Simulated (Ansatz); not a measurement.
K₂Se⁻, relaxed as a doublet with UKS r2SCAN-D4/def2-TZVPD in Ansatz, starting from the GFN2-xTB geometry. Force threshold 0.02 eV/Å.

The highest occupied level of the charge -1 doublet lies above zero (up to 0.56 eV). By energy differences its removal costs 0.50 eV (vertical, to the charge 0 singlet, at r2SCAN-D4/def2-TZVPD); a positive level beside a positive removal energy at the same level points to self-interaction error. The relaxation made no stability test and no search for a lower SCF solution. The structure comes from a short search, and lower isomers may exist.

Start:

| atom | x (Å) | y (Å) | z (Å) |
| --- | --- | --- | --- |
| K1 | -0.369 | -0.499 | 1.874 |
| K2 | 0.255 | -0.950 | -1.711 |
| Se3 | 0.114 | 1.449 | -0.163 |

**Question.** Estimate the energy that the relaxation releases and the steps that it takes.

**Answer.** 0.15 eV, in 5 steps; 25 s on 4 threads of Arm Neoverse V1 on a shared host. No frequencies were taken in this run, so the end may be a saddle point.

**Question.** Does the start keep its bonding and symmetry?

**Answer.** By distances, no bond broke or formed. The bond that changes most is K2–Se3, from 2.86 to 2.95 Å (atoms count from 1). Point group C2v at the start, C2v at the end, both within 0.05 Å.

**Question.** Predict the relaxed structure.

**Answer.** 
```tsv
atom	x (Å)	y (Å)	z (Å)
K1	-0.438	-0.336	2.302
K2	0.340	-0.899	-2.164
Se3	0.098	1.235	-0.139
```
Bond lengths (bridged metal pairs left out): 2 × K–Se 2.95 Å.
